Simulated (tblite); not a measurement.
Species: C6H12Si.
Numbering: `[CH2:1]=[C:2]1[CH2:3][CH2:4][CH2:5][C@H:6]1[SiH3:7]` (hydrogens: H8, H9 on C1; H10, H11 on C3; H12, H13 on C4; H14, H15 on C5; H16 on C6; H17, H18, H19 on Si7)

Structure optimised with GFN2-xTB, isolated species.

(1) Give the optimised bond lengths and angles.

Results:

(1) 
```tsv
bond	length (bohr)
C1=C2	2.500
C2–C3	2.846
C3–C4	2.890
C4–C5	2.884
C5–C6	2.895
C6–Si7	3.615
C2–C6	2.833
C1–H8	2.035
C1–H9	2.035
C3–H10	2.061
C3–H11	2.067
C4–H12	2.062
C4–H13	2.060
C5–H14	2.066
C5–H15	2.060
C6–H16	2.066
Si7–H17, Si7–H18, Si7–H19	2.766
```

Bonds in one row agree within 0.02 bohr and their mean is given. A selection of angles:
```tsv
angle	degrees
C2–C1–H8	121.8
C2–C1–H9	121.9
H8–C1–H9	116.3
C1–C2–C3	124.9
C1–C2–C6	125.8
C3–C2–C6	109.3
C2–C3–C4	104.9
C2–C3–H10	112.0
C2–C3–H11	109.1
C4–C3–H10	112.8
C4–C3–H11	110.3
H10–C3–H11	107.6
C3–C4–C5	103.6
C3–C4–H12	110.1
C3–C4–H13	112.6
C5–C4–H12	109.8
C5–C4–H13	112.6
H12–C4–H13	108.2
C4–C5–C6	103.7
C4–C5–H14	109.6
C4–C5–H15	112.4
C6–C5–H14	109.9
C6–C5–H15	113.1
H14–C5–H15	108.0
C5–C6–Si7	112.8
C5–C6–H16	111.1
Si7–C6–H16	108.0
C2–C6–C5	104.1
C2–C6–Si7	110.2
C2–C6–H16	110.6
C6–Si7–H17	108.0
C6–Si7–H18	108.8
C6–Si7–H19	110.6
H17–Si7–H18	110.5
```

Torsions: C1–C2–C3–C4 172° (antiperiplanar); C2–C3–C4–C5 29° (synperiplanar); C3–C4–C5–C6 -38° (synclinal); C4–C5–C6–Si7 -87° (synclinal); C1–C2–C6–C5 165° (antiperiplanar).

Si7 (SiH3 silicon) is tetrahedral (angles from 108.0° to 110.6°). Of the pairs four or more bonds apart, Si7···H12 is among the closest relative to their van der Waals radii: 3.19 Å, 97 % of the sum of Bondi's values. The 6 C–C bonds span 1.323 Å (C1=C2, drawn double) to 1.532 Å (C5–C6, drawn single), a spread of 0.209 Å. The 5-membered ring C2–C3–C4–C5–C6 has internal angles of 103.6° to 109.3° (sum 526°, against 540° for a flat polygon); it is puckered, 0.17 Å rms from its mean plane, widest ring torsion 38°.

Point group: C1 (no symmetry element, even within 0.4 Å). Its GFN2-xTB frequencies are all real (lowest 69 cm⁻¹). The numbers are those of one conformer. 2 starts were optimised and ended at 0.00 and 0.81 kcal/mol (GFN2-xTB); the lowest of these is shown.

These are computed values.
